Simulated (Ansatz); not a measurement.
ClMoO, SMILES [Mo](=[O])[Cl] (connectivity only; charge and spin as stated), neutral, multiplicity 4. Atoms are numbered in the order given.

```xyz
3

Mo     0.0000     0.0000    -0.3967
O      0.0000     0.0000    -2.0912
Cl     0.0000     0.0000     1.9387
```
Charge 0, spin multiplicity 4.

Coordinates come from a B3LYP-D3(BJ)/def2-TZVP optimisation. The multiplicity is an assumed one; other spin states were not compared. The def2 effective core potentials stand for the cores of Mo; spin–orbit coupling is left out.

Two levels are set side by side: PBE-D3(BJ)/def2-TZVP (Ansatz, an electronic-structure program) and B3LYP-D3(BJ)/def2-TZVP (Ansatz). Each level has its own optimised geometry; the coordinates shown are those of the second. Differences are taken from unrounded values.

```json
[
 {"quantity": "mean bond length (Å)", "B3LYP-D3(BJ)": "2.015"},
 {"quantity": "bond Mo1–O2 (Å)", "B3LYP-D3(BJ)": "1.694"},
 {"quantity": "bond Mo1–Cl3 (Å)", "B3LYP-D3(BJ)": "2.335"}
]
```

What does PBE-D3(BJ) give, and how far is it from B3LYP-D3(BJ)? (An estimate is asked for; the answer gives what the named calculation found.)


```json
[
 {"quantity": "mean bond length (Å)", "PBE-D3(BJ)": "2.013", "PBE-D3(BJ) minus B3LYP-D3(BJ)": "-0.002"},
 {"quantity": "bond Mo1–O2 (Å)", "PBE-D3(BJ)": "1.702", "PBE-D3(BJ) minus B3LYP-D3(BJ)": "0.008"},
 {"quantity": "bond Mo1–Cl3 (Å)", "PBE-D3(BJ)": "2.324", "PBE-D3(BJ) minus B3LYP-D3(BJ)": "-0.011"}
]
```

On these quantities the two levels nearly agree.
